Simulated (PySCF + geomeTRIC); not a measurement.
Calculation: CAM-B3LYP-D3(BJ)/def2-TZVP run with PySCF + geomeTRIC. fastk is a local helper that only speeds up exchange builds. No frequencies were computed at this level.

```python
import json, numpy as np
from pyscf import gto, dft
from fastk import lowrank_exchange
atoms = """
O     -0.220479     1.142930     0.138375
B     -0.095635    -0.213234    -0.030131
O     -1.220722    -0.948778    -0.151909
O      1.091774    -0.868715    -0.080551
H      0.584011     1.651149     0.225307
H     -2.020365    -0.425701    -0.107987
H      1.881416    -0.337652     0.006896
"""
def scf(charge, spin, dm0=None):
    mol = gto.M(atom=atoms, basis='def2-tzvp', ecp={}, charge=charge, spin=spin, verbose=3, max_memory=5040)
    mf = dft.KS(mol, xc='cam-b3lyp').density_fit(auxbasis="def2-universal-jkfit")
    mf.disp = 'd3bj'
    mf.grids.level = 3
    mf.conv_tol = 1e-8
    mf.max_cycle = 60
    mf.kernel(dm0)
    if not mf.converged:
        mf = mf.newton().run(mf.mo_coeff, mf.mo_occ).undo_soscf()
    return mf
mf = scf(0, 0)
from pyscf.geomopt.geometric_solver import kernel as optimize
path = []
done, mol = optimize(mf, maxsteps=80, assert_convergence=False, callback=lambda env: path.append((env["energy"], bool(env["g_scanner"].converged))))
res = dict(converged=bool(done and path[-1][1]), energy=path[-1][0], path=[e for e, c in path], xyz=mol.atom_coords(unit="Angstrom").tolist(), nao=mol.nao)
json.dump(res, open("result.json", "w"))
```

Output:

```
converged SCF energy = -252.519468069362
Geometry optimization cycle 1
converged SCF energy = -252.519468068668
cycle 1: E = -252.519468069  dE = -252.519  norm(grad) = 0.0147867
Geometry optimization cycle 2
converged SCF energy = -252.519651331782
cycle 2: E = -252.519651332  dE = -0.000183263  norm(grad) = 0.00402207
Geometry optimization cycle 3
converged SCF energy = -252.519662790465
cycle 3: E = -252.51966279  dE = -1.14587e-05  norm(grad) = 0.000899974
Geometry optimization cycle 4
converged SCF energy = -252.51966238273
cycle 4: E = -252.519662383  dE = 4.07734e-07  norm(grad) = 0.000874632
Geometry optimization cycle 5
converged SCF energy = -252.519663890789
cycle 5: E = -252.519663891  dE = -1.50806e-06  norm(grad) = 0.000202443
Geometry optimization cycle 6
converged SCF energy = -252.519664004486
cycle 6: E = -252.519664004  dE = -1.13697e-07  norm(grad) = 0.000158176
<class 'geometric.internal.Distance'> : 6
<class 'geometric.internal.Angle'> : 5
<class 'geometric.internal.OutOfPlane'> : 1
<class 'geometric.internal.Dihedral'> : 6
<class 'geometric.internal.TranslationX'> : 1
<class 'geometric.internal.TranslationY'> : 1
<class 'geometric.internal.TranslationZ'> : 1
<class 'geometric.internal.RotationA'> : 1
<class 'geometric.internal.RotationB'> : 1
<class 'geometric.internal.RotationC'> : 1
Step    0 : Gradient = 5.589e-03/7.737e-03 (rms/max) Energy = -252.5194680687
Step    1 : Displace = 7.259e-03/1.013e-02 (rms/max) Trust = 1.000e-01 (=) Grad = 1.520e-03/2.980e-03 (rms/max) E (change) = -252.5196513318 (-1.833e-04) Quality = 1.138
Step    2 : Displace = 2.413e-03/3.557e-03 (rms/max) Trust = 1.414e-01 (+) Grad = 3.402e-04/6.331e-04 (rms/max) E (change) = -252.5196627905 (-1.146e-05) Quality = 0.947
Step    3 : Displace = 2.456e-03/3.853e-03 (rms/max) Trust = 2.000e-01 (+) Grad = 3.306e-04/5.253e-04 (rms/max) E (change) = -252.5196623827 (+4.077e-07) Quality = -0.158
Step    4 : Displace = 1.205e-03/1.730e-03 (rms/max) Trust = 1.228e-03 (-) Grad = 7.652e-05/1.366e-04 (rms/max) E (change) = -252.5196638908 (-1.508e-06) Quality = 1.042
Step    5 : Displace = 3.526e-04/6.217e-04 (rms/max) Trust = 1.737e-03 (+) Grad = 5.978e-05/1.137e-04 (rms/max) E (change) = -252.5196640045 (-1.137e-07) Quality = 0.239
Converged! =D
```

Cost: about 70 core-seconds (a rough figure).
